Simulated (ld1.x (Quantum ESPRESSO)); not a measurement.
# Ranking ultrasoft potentials for silicon (Si)

All share these settings but for the change named:

- Element: silicon
- Generator: ld1.x (Quantum ESPRESSO) 7.5
- Type: ultrasoft
- Functional: LDA (PZ)
- Relativity: scalar-relativistic
- Frozen core: [Ne]
- Valence charge: 4
- Reference configuration: 3s2 3p1.75 (charge +0.25)
- Partial waves: 3s (bound): rcut 1.50, rcutus 1.80 bohr; 3s channel at 1.5 Ry: rcut 1.50, rcutus 1.80 bohr; 3p (bound): rcut 1.50, rcutus 2.00 bohr; 3p channel at 0.2 Ry: rcut 1.50, rcutus 2.00 bohr; 3d channel at 0.2 Ry: rcut 1.65, rcutus 1.90 bohr; 3d channel at 2.25 Ry: rcut 1.65, rcutus 1.90 bohr
- Local potential: all-electron potential smoothed inside 1.70 bohr (lloc = -2)
- Core correction: Bessel-smoothed model core inside 1.85 bohr
- Augmentation charge: PSQ, radius 1.40 bohr

Test errors are all-electron minus pseudo excitation energies from the reference, over 3s2 3p2; 3s2 3p1; 3s2 3p0; 3s2 3p1.5; 3s1 3p0; 3s1 3p3; 3s1 3p2. None of these files shows a bound ghost.

The base gives 45.9 meV.

Of 12 variants that were run, those that failed, showed a ghost or another fault, or gave nearly equal values are left out.

A variant can come out equal or close to the base, since the largest error may sit in a test that the change hardly touches while other tests move.

Q: Rank these variants by their largest absolute test error, smallest first.
A. core correction Bessel-smoothed model core inside 1.58 bohr
B. type TM; waves now 3s (bound): rc 1.80 bohr; 3p (bound): rc 2.00 bohr; 3d channel at 0.2 Ry: rc 1.90 bohr; local potential all-electron potential smoothed inside 1.50 bohr (lloc = -1)
C. functional PBE
D. wave 3d channel at 2.25 Ry: rcut 1.65, rcutus 1.90 bohr becomes 3d channel at 4.62 Ry: rcut 1.65, rcutus 1.90 bohr
E. all radii but the core radius scaled by about 1.14 (s 2.04, p 2.28, d 2.16 bohr, rcut 1.70/1.70/1.88); local potential all-electron potential smoothed inside 1.94 bohr (lloc = -2); augmentation PSQ, radius 1.58 bohr

A: A (3.1 meV), C (20.5 meV), D (45.9 meV), E (61.7 meV), B (127.3 meV).
